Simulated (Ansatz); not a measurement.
Species: sum formula H9Si4O, charge 0, multiplicity 2. It need not be the lowest isomer of its formula. 
Geometry from a B3LYP-D3(BJ)/def2-TZVP (Ansatz, a program for electronic structure) optimisation:
```xyz
14

O     -0.6380    -0.5312    -1.7821
Si     0.0356     0.0162    -0.4344
Si    -1.6127    -1.2085     0.8358
Si     2.1402    -0.8663     0.1742
Si    -0.2718     2.2975     0.0946
H     -1.3247    -0.9528     2.2705
H     -1.4692    -2.6458     0.5327
H     -2.9528    -0.6999     0.4837
H      2.4471    -0.4440     1.5634
H      2.1172    -2.3457     0.1028
H      3.1950    -0.3436    -0.7278
H     -1.7022     2.6640    -0.0233
H      0.5334     3.1473    -0.8157
H      0.1828     2.5259     1.4887
```
Charge 0, spin multiplicity 2.

Total electronic energies in hartree. Correlated levels leave the core frozen unless marked. UHF or UKS for open shells. No spin-orbit coupling. No relativistic terms. CBS(X,Y): correlation extrapolated as X^-3; Hartree-Fock from the larger set.

```csv
level,program,energy (Eh)
HF/6-31G*,Ansatz,-1235.72527
RI-HF/cc-pV(T+d)Z,Ansatz,-1235.89501
RI-HF/cc-pV(Q+d)Z,Ansatz,-1235.91465
revPBE/def2-TZVPD,Ansatz,-1238.37053
r2SCAN-D3(BJ)/def2-TZVPD,Ansatz + dftd3,-1238.49330
PBE0/6-31G*,Ansatz,-1237.90896
PBE0/def2-TZVP,Ansatz,-1238.05421
BHLYP-D3(BJ)/def2-TZVPD,Ansatz + dftd3,-1238.61225
r2SCANh-D4/def2-TZVPD,Ansatz + dftd4,-1238.48000
r2SCAN0-D4/def2-TZVPD,Ansatz + dftd4,-1238.46315
HSE06/def2-TZVPD,Ansatz,-1238.02518
PBE-QIDH/def2-TZVPD,Ansatz,-1237.68467
RPA@PBE/cc-pV(Q+d)Z,Ansatz,-1237.28653
MP2/cc-pV(T+d)Z,Ansatz,-1236.58957
MP2/cc-pVTZ,Ansatz,-1236.57825
"RI-MP2/CBS(cc-pV(T+d)Z,cc-pV(Q+d)Z)",Ansatz,-1236.7029
SCS-MP2/cc-pV(D+d)Z,Ansatz,-1236.38671
SCS-MP2/cc-pVTZ,Ansatz,-1236.60552
CCSD/cc-pV(D+d)Z,Ansatz,-1236.46992
CCSD(T)/6-31G*,Ansatz,-1236.29284
CCSD(T)/cc-pwCVTZ,Ansatz,-1236.72945
CCSD(T) with core electrons (1s frozen past Ne)/cc-pwCVTZ,Ansatz,-1237.81809
"CCSD(T)/CBS(cc-pV(T+d)Z,cc-pV(Q+d)Z)",Ansatz,-1236.8241
```

Totals of different functionals don't rank their quality; only differences between species are comparable.
